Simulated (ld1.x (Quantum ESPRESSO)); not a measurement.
# An all-electron radial function and its pseudo partner (ytterbium)

Columns: radius, all-electron u(r) and pseudo u(r) of the 4d shell (level -177.93 eV) of ytterbium in the configuration [Kr] 4d10 4f14 5s2 5p6 5d0 6s2 6p0; PBE, scalar-relativistic, TM scheme, ld1.x (Quantum ESPRESSO) 7.5.

```
r (bohr)  all-electron   pseudo
   0.088        0.7071  -0.0430
   0.175        0.6303  -0.2885
   0.262       -0.2934  -0.7383
   0.350       -1.0797  -1.1989
   0.438       -1.4405  -1.4584
   0.525       -1.4725  -1.4741
   0.612       -1.3313  -1.3314
   0.700       -1.1214  -1.1214
   0.788       -0.9050  -0.9050
   0.875       -0.7125  -0.7125
   0.962       -0.5508  -0.5508
   1.050       -0.4190  -0.4190
   1.138       -0.3156  -0.3156
   1.225       -0.2368  -0.2368
   1.312       -0.1768  -0.1768
   1.400       -0.1310  -0.1310
   1.487       -0.0970  -0.0970
   1.575       -0.0714  -0.0714
   1.662       -0.0527  -0.0527
   1.750       -0.0386  -0.0386
   1.838       -0.0283  -0.0283
   1.925       -0.0208  -0.0208
   2.012       -0.0152  -0.0152
   2.100       -0.0111  -0.0111
   2.188       -0.0081  -0.0081
   2.275       -0.0059  -0.0059
```

Question: How many radial nodes do the two functions have?

Answer: The all-electron 4d function has n − l − 1 = 1; the pseudo-wave has 0, since the states of the same l below it are removed with the core.

Question: At about which radius was the pseudo-wave matched?

Answer: 0.70 bohr. The columns agree to 0.0005 from 0.61 bohr on; several derivatives are matched, so the curves merge somewhat inside the radius.

Question: Is the pseudo-wave norm-conserving?

Answer: Yes: the TM scheme keeps the norm inside the radius equal to the all-electron one, which fixes the energy derivative of the logarithmic derivative at the level.
